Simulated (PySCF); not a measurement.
C4H7 (SMILES [CH2]C(=C)C), doublet, at a GFN2-xTB geometry. Base run: DF-PBE/cc-pVDZ (PySCF).

Input for PySCF:
```python
from pyscf import gto, scf, dft

mol = gto.M(
    atom='''
C    -0.194952    0.156859    1.403666
C    -0.001194    0.082410    0.043784
H    -0.293780    1.106309    1.898547
H    -0.253923   -0.725966    2.013739
C     0.075906    1.211654   -0.740905
H     0.227959    1.147651   -1.802926
H    -0.014872    2.193241   -0.312045
C     0.110667   -1.267270   -0.613767
H     0.387261   -2.030937    0.108215
H    -0.847354   -1.543913   -1.053266
H     0.852147   -1.248297   -1.408931
''',
    basis='cc-pvdz',
    charge=0,
    spin=1,
    verbose=4,
)

mf = dft.UKS(mol)
mf.xc = 'pbe'
mf = mf.density_fit(auxbasis='def2-universal-jkfit')
mf.kernel()
mf.analyze()
```

The base run was repeated with changes; each row names its change, and settings that it needs were set with it.

| change | ΔE vs base (µEh) | SCF cycles | <S^2> | outcome |
|---|---|---|---|---|
| base | 0.0 | 11 | 0.765 | converged |
| init_guess = sap | 0.0 | 15 | 0.765 | converged |
| diis_space = 4 | 0.0 | 15 | 0.765 | converged |
| init_guess = atom | 0.0 | 12 | 0.765 | converged |
| damp = 0.5; diis_start_cycle = 5 | 0.0 | 12 | 0.765 | converged |
| level_shift = 0.3 (with mf.max_cycle = 100) | 0.0 | 15 | 0.765 | converged |
| init_guess = huckel | 0.0 | 13 | 0.765 | converged |
| diis = off (with mf.max_cycle = 100) | - | 100 | - | not converged |
| conv_tol = 1e-11 | 0.0 | 14 | 0.765 | converged |
| level_shift = 1.0 (with mf.max_cycle = 100) | 0.0 | 32 | 0.765 | converged |
| DIIS = EDIIS | - | 50 | - | not converged |
| init_guess = vsap | 0.0 | 13 | 0.765 | converged |
| solver = newton | 0.0 | - | 0.765 | converged |

Open shells are given as the SCF converged; they aren't shown to be the lowest states, and a large step between rows can be another state.
